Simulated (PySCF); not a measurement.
**Ionisation energy of Ga²⁵⁺ by level of theory**

Ga²⁵⁺ [He] 2s2 2p2 (3P) → Ga²⁶⁺ [He] 2s2 2p1 (2P), as a difference of total energies. All numbers are calculated (PySCF 2.14, the spin-free X2C one-electron Hamiltonian (Gaussian nucleus), in an even-tempered Gaussian basis (19 s from 6.5 bohr⁻², ratio 2.2; 12 p from 8.5 bohr⁻², ratio 2.2; 6 d from 35 bohr⁻², ratio 2.4; 5 f from 53 bohr⁻², ratio 2.4; 4 g from 79 bohr⁻², ratio 2.4)). Correlated levels: nothing frozen; virtual orbitals above 40 to 60 times the deepest correlated orbital energy dropped. The calculations carry no spin-orbit coupling.

| method | ionisation energy (eV) |
| --- | --- |
| UHF | 2538.0 |
| LDA | 2536.2 |
| PBE | 2537.6 |
| PBE0 | 2537.9 |
| r2SCAN | 2539.9 |
| M06-2X | 2538.1 |
| r2SCANh | 2539.8 |
| MP2 (all electrons) | 2537.8 |
| SCS-MP2 (all electrons) | 2537.4 |

Spin-orbit coupling is strong in these open shells (close to jj coupling). The scalar numbers leave it out and a first-order estimate fails, so it can dominate the gap to the real levels.

For this ion Breit and QED terms and the two-electron picture change, all absent here, outweigh the differences among the correlated methods.

For comparison: 2543.9 ± 2 eV (semi-empirical (NIST evaluation); NIST Atomic Spectra Database, ionization energies).
